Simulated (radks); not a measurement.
Values are calculated unless marked as measured or tabulated.
Ionisation of F, [He] 2s2 2p5, to F+, [He] 2s2 2p4, under several functionals. Dirac Kohn-Sham, spin-unpolarised, spherical densities, finite nucleus; open shells fill j = l - 1/2 first; a radial shooting solver on a logarithmic mesh with Libxc functionals.

functional	E(F) (hartree)	Exc (hartree)	IE (eV)	-e(HOMO) (eV)	<r> HOMO (bohr)	IE error (eV)
exchange-only LDA	-98.54942	-8.96115	18.011	9.858	1.117	+0.588
LDA (Slater exchange, Perdew-Zunger correlation)	-99.18762	-9.62706	19.527	11.269	1.106	+2.104
Wu-Cohen GGA	-99.60267	-10.06886	19.345	11.062	1.103	+1.922
RPBE	-99.83017	-10.30320	19.308	11.033	1.107	+1.885

NIST Atomic Spectra Database: 17.423 eV (measured). Closest: exchange-only LDA. The Delta-SCF values span 1.52 eV, the total energies 1.28 hartree. The highest occupied level is 2p3/2. Spin polarisation and multiplet splitting are left out, so open shells lie too high by an amount that depends on their filling.

Beside tabulated values, note that spin-unpolarised runs miss the spin-polarisation part of the exchange energy of open shells.
